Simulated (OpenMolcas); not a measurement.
# Mo4+ in Cs2ZrCl6: curves along the breathing mode

Mo4+ with its 6 nearest chloride ions, on the Zr site of Cs2ZrCl6 (a = 10.407 Å, distance in the model lattice 2.446 Å). The rest of the host is ab initio model potentials to 7.6 Å and point charges beyond; the distance is set by hand and nothing relaxes. Ligand basis ANO-RCC-VDZP.

| Quantity | Value |
| --- | --- |
| Program | OpenMolcas |
| Method | SS-CASPT2, IPEA 0.25 Eh, imaginary shift 0.1 Eh (closed shells correlated: 4s 4p and the ligand valence shells) |
| Basis | ANO-RCC-VDZP [6s5p3d1f] |
| Scalar Hamiltonian | DKH2, point nucleus |
| Active space | 2 electrons in 5 orbitals (4d) |
| State averaging | 2S+1 = 3 even, 10 roots; 2S+1 = 1 even, 15 roots |
| Spin-orbit coupling | state interaction with AMFI integrals over the reference wave functions |

Spin-free energies (labels of O, the rotations of Oh) in cm-1 above the lowest fitted minimum, as all ligands move together:

```
R (Å)    3T1    1T2     1E    1A1    3T2    3A2  1E(2)
2.263   1810   7450   7830  16310  33860  67200  72140
2.316     30   5910   6280  14990  29920  61030  66060
2.369    830   6970   7330  16240  28580  58000  63070
2.422   3930  10110  10470  19550  30030  57590  62670
2.476   8700  14990  15350  24570  33070  59400  64400
2.529  14750  21060  21440  30770  38030  62980  67820
2.582  21690  28140  28510  37950  44020  68020  72700
```

Cubic fits give the following; the wavenumber is harmonic, with the mass of all moving ligands, small differences in it between states hang on the degree of the fit, a number in brackets counts states of one label, and the table is a selection of at most 14 states with clean curves.

| State | R0 (Å) | Breathing mode (cm-1) | Minimum (cm-1) |
| --- | --- | --- | --- |
| 3T1 | 2.324 | 379 | 0 |
| 1T2 | 2.320 | 373 | 5940 |
| 1E | 2.320 | 374 | 6310 |
| 1A1 | 2.315 | 373 | 15030 |
| 3T2 | 2.367 | 369 | 28690 |
| 3A2 | 2.405 | 364 | 57430 |
| 1E(2) | 2.405 | 360 | 62520 |
| 1A1(2) | 2.404 | 356 | 69870 |

The minimum of 3T2 is shifted by +0.0432 Å against 3T1 (from the unrounded fits). With M = 212.7 u for the moving shell, the Huang-Rhys factor in this mode is S = M ω ΔR² / 2ħ = 0.01483 × 212.7 × 379 × 0.0432² = 2.23. Only the first shell moves, against a rigid host.

Roots that are degenerate in the reference are averaged as groups; the widest CASPT2 spread within a group is 760 cm-1 (the 3-fold group of multiplicity 1 near 31900 cm-1 above the lowest state of its run, R = 2.476). Shifts and gaps below about the spread of the groups concerned are not significant. Over all roots computed the reference weight is 0.65 to 0.66 in R = 2.263, 0.65 to 0.66 in R = 2.316, 0.65 to 0.66 in R = 2.369, 0.65 to 0.66 in R = 2.422, 0.65 to 0.66 in R = 2.476, 0.65 to 0.66 in R = 2.529, 0.64 to 0.66 in R = 2.582; a low but even weight reflects the number of correlated electrons. An orbital triplet at a regular site is open to Jahn-Teller coupling, which can distort the site and quench the lowest spin-orbit gaps and is left out. Ligand-to-metal charge-transfer states are missing. With no ligand orbital active B as a rule stays too high, so bands that hang on it stand too high and its fall with covalency is understated. With one d shell and no ligand orbital active, 10Dq can be off by a tenth or more. The least metal-like active orbital is 66 % on the metal (Löwdin) and no ligand orbital is active, so the numbers are rough (holds for R = 2.263). The least metal-like active orbital is 68 % on the metal (Löwdin) and no ligand orbital is active, so the numbers are rough (holds for R = 2.316). The least metal-like active orbital is 69 % on the metal (Löwdin) and no ligand orbital is active, so the numbers are rough (holds for R = 2.369; R = 2.422). The least metal-like active orbital is 70 % on the metal (Löwdin) and no ligand orbital is active, so the numbers are rough (holds for R = 2.476; R = 2.529; R = 2.582). No measured value stands beside these numbers.
